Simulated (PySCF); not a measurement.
Two species compared at the same levels of theory.

First species: C4H11NSi.
SMILES: `C=CCCN[SiH3]`

Second species: C5H10OSi.
SMILES: `C=C([SiH2]OC=C)C`

Levels: PBE0/def2-SVPD for dipole moment, HOMO energy, LUMO energy, HOMO–LUMO gap, static isotropic polarisability and electronic spatial extent ⟨r²⟩ about the centre of nuclear charge; TDDFT PBE0/def2-SVPD for lowest singlet excitation; TDA PBE0/def2-SVPD for lowest triplet excitation (Tamm–Dancoff); GFN2-xTB for rotational constant A and rotational constant C. Geometries: GFN2-xTB. All species are isolated and taken at one optimised geometry, non-relativistic unless stated. Electronic properties by PySCF.

Dipoles, sizes and rotational constants follow the conformer. The torsions of the flexible species, by atom-mapped SMILES:
- `[CH2:1]=[CH:2][CH2:3][CH2:4][NH:5][SiH3:6]`: C1–C2–C3–C4 -110°, C2–C3–C4–N5 63°, C3–C4–N5–Si6 80°
- `[CH2:1]=[CH:2][O:3][SiH2:4][C:5](=[CH2:6])[CH3:7]`: C1–C2–O3–Si4 -171°, C2–O3–Si4–C5 -171°, O3–Si4–C5–C6 -149°

**Question.** Which has the higher LUMO energy?

**Answer.** The first: 0.12 eV against -0.31 eV, a difference of 0.43 eV.

**Question.** Which has the higher rotational constant C?

**Answer.** The first: 1.334 GHz against 0.953 GHz, a difference of 0.381 GHz.

**Question.** Which of the two has the higher HOMO energy, and by how much?

**Answer.** The first: -6.74 eV against -6.93 eV, a difference of 0.19 eV.

**Question.** Which has the higher T1 energy?

**Answer.** The first: 4.47 eV against 4.22 eV, a difference of 0.25 eV.

**Question.** Which has the higher rotational constant A?

**Answer.** The second: 4.856 GHz against 4.770 GHz, a difference of 0.086 GHz.

**Question.** Which has the higher ⟨r²⟩?

**Answer.** The second: 1257 bohr² against 960 bohr², a difference of 297 bohr².

**Question.** Which of the two has the higher static isotropic polarisability, and by how much?

**Answer.** The second: 92.3 au against 83.3 au, a difference of 9.0 au.

**Question.** Which has the higher HOMO–LUMO gap?

**Answer.** The first: 6.86 eV against 6.62 eV, a difference of 0.24 eV.

On the first: The dipole equals about 3.4 × 10⁻³⁰ C·m (1 D = 3.33564 × 10⁻³⁰ C·m). The 8 singlets span 5.74 to 7.33 eV, and their oscillator strengths add up to 0.22.

On the second: The dipole matches unit charges of opposite sign 0.13 Å apart (1 e·Å = 4.8032 D). No computed singlet falls in the visible range (750 to 380 nm, 1.65 to 3.26 eV); S1 lies 2.49 eV above its blue end.
